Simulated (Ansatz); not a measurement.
`BS[SiH2]C` + `OC[SeH]` → `C[Se]CO` + `BS[SiH3]`  (substitution at a C–Si bond)

Computed with Ansatz on PBE0-D4/def2-TZVP structures; ΔE is electronic, products minus reactants. CBS: MP2 limit from def2 TZ/QZ plus the TZ coupled-cluster correction, frozen cores. DFT in def2-TZVPP. B3LYP here is the variant with VWN-RPA as its local correlation; programs differ in this. For Se outer-core shells are correlated without core-valence functions, which leaves a few kJ/mol of doubt a bond. Scalar relativity is left out up to krypton. Each species was taken in one conformer, which may not be the lowest.

```tsv
level	ΔE (kJ/mol)	difference from CCSD(T)/CBS
PBE-D4	40.5	0.7
r2SCAN-D4	43.4	3.6
PBE0-D4	42.2	2.4
B3LYP-D4	40.0	0.2
ωB97X-V	39.4	-0.4
B2PLYP	39.1	-0.7
PBE	40.7	0.9
r2SCAN	43.3	3.5
B3LYP	40.4	0.6
MP2/def2-TZVPP	37.0	-2.8
SCS-MP2/def2-TZVPP	35.0	-4.8
CCSD(T)/def2-TZVPP	37.8	-2.0
SCS-MP2/def2-QZVPP	36.3	-3.5
HF/CBS(def2)	39.7	-0.1
MP2/CBS(def2)	39.0	-0.8
CCSD/CBS(def2)	40.6	0.8
CCSD(T)/CBS	39.8	0
```

Largest T1 diagnostic among the species: 0.014.
